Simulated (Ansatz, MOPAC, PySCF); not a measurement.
Series Al-XY, Y = chloro, computed as singlets and as triplets. Isolated molecules, 0 K electronic values unless said otherwise. One relaxed conformer stands for each flexible species; it need not be the lowest. Strings in code marks are SMILES.

Quantity: adiabatic spin-state energy, in kcal/mol. HF references are unrestricted for open shells and restricted for singlets. Semi-empirical values (MOPAC) are differences of heats of formation. Levels without diffuse functions put anions too high.

Level 1: CAM-B3LYP/aug-cc-pVTZ // PBE0-D3(BJ)/def2-TZVPD (Ansatz, a quantum-chemistry and plane-wave program)
Level 2: M06-2X/6-31G* // PBE0-D3(BJ)/def2-TZVPD (PySCF)
Level 3: HF/3-21G // PBE0-D3(BJ)/def2-TZVPD (PySCF)
Level 4: PM6 // PBE0-D3(BJ)/def2-TZVPD (MOPAC)

| species | level 1 | level 2 | level 3 | level 4 |
|---|---|---|---|---|
| `[SH][Al-][Cl]`: multiplicity 3 minus multiplicity 1 | 40.0 | 39.6 | 29.2 | 27.7 |
| `[C-]#[N+][Al-][Cl]`: multiplicity 3 minus multiplicity 1 | 40.2 | 39.8 | 28.8 | 52.8 |
| `[SiH3][Al-][Cl]`: multiplicity 3 minus multiplicity 1 | 24.1 | 24.1 | 13.1 | 3.38 |
